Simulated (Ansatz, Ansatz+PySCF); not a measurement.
```yaml
atoms:
  - { symbol: C, position_ang: [2.2814, 0.0000, 0.0000] }
  - { symbol: C, position_ang: [1.8457, 1.3410, 0.0000] }
  - { symbol: C, position_ang: [0.7050, 2.1698, 0.0000] }
  - { symbol: C, position_ang: [-0.7050, 2.1698, 0.0000] }
  - { symbol: C, position_ang: [-1.8457, 1.3410, 0.0000] }
  - { symbol: C, position_ang: [-2.2814, 0.0000, 0.0000] }
  - { symbol: C, position_ang: [-1.8457, -1.3410, 0.0000] }
  - { symbol: C, position_ang: [-0.7050, -2.1698, 0.0000] }
  - { symbol: C, position_ang: [0.7050, -2.1698, 0.0000] }
  - { symbol: C, position_ang: [1.8457, -1.3410, 0.0000] }
  - { symbol: H, position_ang: [3.3664, 0.0000, 0.0000] }
  - { symbol: H, position_ang: [2.7235, 1.9787, 0.0000] }
  - { symbol: H, position_ang: [1.0403, 3.2017, 0.0000] }
  - { symbol: H, position_ang: [-1.0403, 3.2017, 0.0000] }
  - { symbol: H, position_ang: [-2.7235, 1.9787, 0.0000] }
  - { symbol: H, position_ang: [-3.3664, 0.0000, 0.0000] }
  - { symbol: H, position_ang: [-2.7235, -1.9787, 0.0000] }
  - { symbol: H, position_ang: [-1.0403, -3.2017, 0.0000] }
  - { symbol: H, position_ang: [1.0403, -3.2017, 0.0000] }
  - { symbol: H, position_ang: [2.7235, -1.9787, 0.0000] }
```

Basis set: def2-SVP (spherical functions). Charge 0, multiplicity 1.

Computed with Ansatz (development build ahead of 0.2.0); each method stands on the lowest determinant of its kind that the runs found. Restricted functionals stand beside restricted open-shell atoms, which can lie above the unrestricted atoms usual in DFT and then raise those values.

The atomization energy at this shape (free ground-state atoms in the same class of orbitals less the molecule, no zero-point energy) of singlet C10H10:

```csv
method,atomization energy
PBE0 (restricted),2263.96 kcal/mol
PBE0 (unrestricted),2253.78 kcal/mol
UHF,1664.52 kcal/mol
RHF,1661.45 kcal/mol
```

Q: What does ωB97X (restricted) give?

A: 2223.31 kcal/mol. Caution for UHF: the unrestricted determinant is a mixture of spin states. Caution for RHF: an unrestricted determinant lies well below.

The shape needn't be a minimum at these levels.
